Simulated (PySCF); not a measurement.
**UHF on Nb (niobium, neutral)**

Configuration: [Kr] 4d4 5s1, high-spin 6D determinant. Calculation: PySCF 2.14, in x2c-TZVPall; the spin-free X2C one-electron Hamiltonian (Gaussian nucleus).

- Total energy: -3817.234624 hartree
- One-electron energy: -5271.4605 hartree
- Hartree (Coulomb) energy: 1572.1321 hartree
- Exchange energy: -117.9062 hartree
- ⟨S²⟩: 8.7551
- ⟨L²⟩: 6.021
- Sum of ⟨r⟩: 31.56 bohr
- Sum of ⟨r²⟩: 58.08 bohr²
- Traceless quadrupole moment −½Σ⟨3z² − r²⟩ along its main axis: -1.43 e·bohr²
- Langevin diamagnetic susceptibility: -46.0 ×10⁻⁶ cm³/mol
- Time after the integrals: 0.38 s of wall time on 1 thread of Neoverse-V2 (shared host)

```json
{"shell": "1s β", "electrons": "1", "mean orbital energy (hartree)": "-701.41672", "spread (hartree)": "0", "rms radius, mean of both spins (bohr)": "0.0415"}
{"shell": "1s α", "electrons": "1", "mean orbital energy (hartree)": "-701.41621", "spread (hartree)": "0", "rms radius, mean of both spins (bohr)": "0.0415"}
{"shell": "2s α", "electrons": "1", "mean orbital energy (hartree)": "-100.81210", "spread (hartree)": "0", "rms radius, mean of both spins (bohr)": "0.171"}
{"shell": "2s β", "electrons": "1", "mean orbital energy (hartree)": "-100.79043", "spread (hartree)": "0", "rms radius, mean of both spins (bohr)": "0.171"}
{"shell": "2p α", "electrons": "3", "mean orbital energy (hartree)": "-89.81025", "spread (hartree)": "0.00027", "rms radius, mean of both spins (bohr)": "0.152"}
{"shell": "2p β", "electrons": "3", "mean orbital energy (hartree)": "-89.79047", "spread (hartree)": "0.00548", "rms radius, mean of both spins (bohr)": "0.152"}
{"shell": "3s α", "electrons": "1", "mean orbital energy (hartree)": "-17.97966", "spread (hartree)": "0", "rms radius, mean of both spins (bohr)": "0.471"}
{"shell": "3s β", "electrons": "1", "mean orbital energy (hartree)": "-17.96699", "spread (hartree)": "0", "rms radius, mean of both spins (bohr)": "0.471"}
{"shell": "3p α", "electrons": "3", "mean orbital energy (hartree)": "-14.27668", "spread (hartree)": "0.00851", "rms radius, mean of both spins (bohr)": "0.478"}
{"shell": "3p β", "electrons": "3", "mean orbital energy (hartree)": "-14.26370", "spread (hartree)": "0.01237", "rms radius, mean of both spins (bohr)": "0.478"}
{"shell": "3d α", "electrons": "5", "mean orbital energy (hartree)": "-8.21972", "spread (hartree)": "0.02545", "rms radius, mean of both spins (bohr)": "0.473"}
{"shell": "3d β", "electrons": "5", "mean orbital energy (hartree)": "-8.18738", "spread (hartree)": "0.01427", "rms radius, mean of both spins (bohr)": "0.473"}
{"shell": "4s α", "electrons": "1", "mean orbital energy (hartree)": "-2.72765", "spread (hartree)": "0", "rms radius, mean of both spins (bohr)": "1.24"}
{"shell": "4s β", "electrons": "1", "mean orbital energy (hartree)": "-2.57523", "spread (hartree)": "0", "rms radius, mean of both spins (bohr)": "1.24"}
{"shell": "4p α", "electrons": "3", "mean orbital energy (hartree)": "-1.68337", "spread (hartree)": "0.02403", "rms radius, mean of both spins (bohr)": "1.41"}
{"shell": "4p β", "electrons": "3", "mean orbital energy (hartree)": "-1.47503", "spread (hartree)": "0.04135", "rms radius, mean of both spins (bohr)": "1.41"}
{"shell": "4d α", "electrons": "4", "mean orbital energy (hartree)": "-0.29008", "spread (hartree)": "0.03862", "rms radius, mean of both spins (bohr)": "2.35"}
{"shell": "5s α", "electrons": "1", "mean orbital energy (hartree)": "-0.22935", "spread (hartree)": "0", "rms radius, mean of both spins (bohr)": "4.10"}
```

Densities and radii are taken from the X2C orbitals without a picture-change correction, which distorts them close to the nucleus.
